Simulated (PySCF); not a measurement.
A GIAO shielding run with PySCF 2.14 (density fitting, non-relativistic, gas phase) on `C=CC[SiH2][Si]([SiH3])([SiH3])Cl`, C3H13ClSi4:

```
$ OMP_NUM_THREADS=1 python probes_run.py task.json out

{"job": {"kind": "nmr", "xc": "PBE0", "basis": "pcSseg-1"}, "charge": 0, "multiplicity": 1}
C      2.751494     0.667548     1.074724
C      2.706806    -0.176539     0.059712
C      1.965410     0.057578    -1.207111
Si     0.376714    -1.015190    -1.281470
Si    -1.157688    -0.330157     0.359995
Si    -3.215619    -1.437700     0.190217
Si    -1.359720     2.000746     0.558427
Cl    -0.348336    -0.969546     2.183235
H      3.288024     0.444521     1.980787
H      2.254153     1.623540     1.038354
H      3.214154    -1.130527     0.129534
H      1.695465     1.111307    -1.293064
H      2.605538    -0.189131    -2.055649
H      0.803951    -2.420247    -1.210094
H     -0.196822    -0.832571    -2.624078
H     -3.134212    -2.887561     0.381163
H     -3.764017    -1.219037    -1.151625
H     -4.224976    -0.957582     1.138526
H     -1.916814     2.530824    -0.690429
H     -2.251588     2.426476     1.640651
H     -0.100839     2.720194     0.777722
```

Hardware: 1 thread of an Intel Xeon 6975P-C, shared host. The job also computes population analyses, field gradients.

Q: How large is the calculation?

A: 104 electrons, 236 basis functions and 1344 auxiliary functions.

Q: How long does it take, and how much memory does it need?

A: 39 s of wall time, with 12 SCF cycles and 5 response iterations; peak memory 1.1 GiB. Times on a shared host scatter by some tens of per cent.
